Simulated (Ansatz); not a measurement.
Consider the ligand exchange at a Ge–N bond: `[NH2][GeH2][NH][SiH](N)F` + `[NH2][GeH2][NH2]` → `[NH2][GeH2][NH][GeH2][NH2]` + `N[SiH](N)F`.

Computed with Ansatz on PBE0-D4/def2-TZVP structures; ΔE is electronic, products minus reactants. CBS: MP2 limit from def2 TZ/QZ plus the TZ coupled-cluster correction, frozen cores. Functionals use def2-TZVPP. B3LYP here is the variant with VWN-RPA as its local correlation; programs differ in this. For Ge outer-core shells are correlated without core-valence functions, which leaves a few kJ/mol of doubt a bond. Scalar relativity is left out up to krypton. One conformer a species, not always the lowest.

`[NH2][GeH2][NH][SiH](N)F`:

Cartesian coordinates in Å:
```
N 0.410 -0.360 1.947
Ge 1.488 0.063 0.506
N 0.602 -0.506 -0.995
Si -0.939 0.001 -1.515
N -1.717 0.625 -0.151
F -0.914 1.172 -2.611
H 0.406 -1.343 2.188
H 0.616 0.173 2.782
H 2.843 -0.675 0.493
H 1.662 1.587 0.558
H 1.091 -1.194 -1.546
H -1.585 -1.116 -2.246
H -1.473 0.307 0.776
H -2.490 1.265 -0.187
```

`[NH2][GeH2][NH2]`:

Z-matrix (Å, degrees):
```
Ge
N 1 1.832
N 1 1.832 2 103.7
H 1 1.547 2 105.1 3 -123.1
H 1 1.547 2 116.8 3 115.1
H 2 1.010 1 115.2 3 168.1
H 2 1.010 1 114.4 3 -63.9
H 3 1.010 1 115.2 2 168.1
H 3 1.010 1 114.5 2 -63.9
```

`[NH2][GeH2][NH][GeH2][NH2]`:

```xyz
14

N     0.997    1.539    0.474
Ge    1.513    0.350   -0.835
N     0.048   -0.707   -1.053
Ge   -0.959   -1.357    0.347
N    -2.079   -0.124    1.117
H     1.761    1.951    0.991
H     0.388    2.278    0.150
H     1.859    0.966   -2.211
H     2.744   -0.370   -0.243
H    -0.107   -1.113   -1.962
H    -0.016   -1.827    1.467
H    -1.826   -2.488   -0.232
H    -1.554    0.649    1.508
H    -2.770    0.252    0.481
```

`N[SiH](N)F`:

Cartesian coordinates in Å:
```
N -0.002 -0.489 -1.356
Si 0.476 0.264 0.090
N -0.796 0.116 1.199
F 1.843 -0.480 0.474
H 0.679 -0.818 -2.019
H -0.885 -0.276 -1.788
H 0.834 1.702 0.064
H -0.882 0.740 1.984
H -1.267 -0.760 1.352
```

```csv
level,ΔE (kcal/mol),difference from CCSD(T)/CBS
r2SCAN-D4,0.7,0.3
PBE0-D4,0.8,0.4
B3LYP-D4,0.8,0.4
ωB97X-V,0.6,0.2
r2SCAN,0.7,0.3
B3LYP,0.5,0.1
HF/def2-TZVPP,-0.2,-0.6
SCS-MP2/def2-TZVPP,0.1,-0.3
HF/CBS(def2),-0.2,-0.6
CCSD/CBS(def2),0.3,-0.1
CCSD(T)/CBS,0.4,0
```

Largest T1 diagnostic among the species: 0.011.
